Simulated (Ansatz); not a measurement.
CH3ClGeS, SMILES `C[S][Ge][Cl]` from Hartree–Fock to CCSD(T)

Z-matrix (Å, degrees):
```
C
S 1 1.808
H 1 1.089 2 108.3
H 1 1.089 2 108.4 3 118.7
H 1 1.089 2 110.8 3 -120.7
Ge 2 2.219 1 111.7 3 121.8
Cl 6 2.204 2 102.1 1 -0.0
```

Charge 0, multiplicity 1. Correlated methods include outer-core shells of Ge, which these sets cover unevenly. Scalar relativity is left out up to krypton. Geometry: relaxed with PBE0-D4/def2-TZVP. It is one conformer, not always the lowest. Frozen core, restricted reference, Ansatz.

```csv
basis,HF (Eh),MP2 corr.,CCSD corr.,(T),CCSD(T) total
def2-SVP,-2971.51214,-0.61358,-0.65124,-0.02112,-2972.18450
def2-TZVPP,-2972.11970,-0.76912,-0.80907,-0.03780,-2972.96657
def2-QZVPP,-2972.18724,-1.08137,–,–,–
```
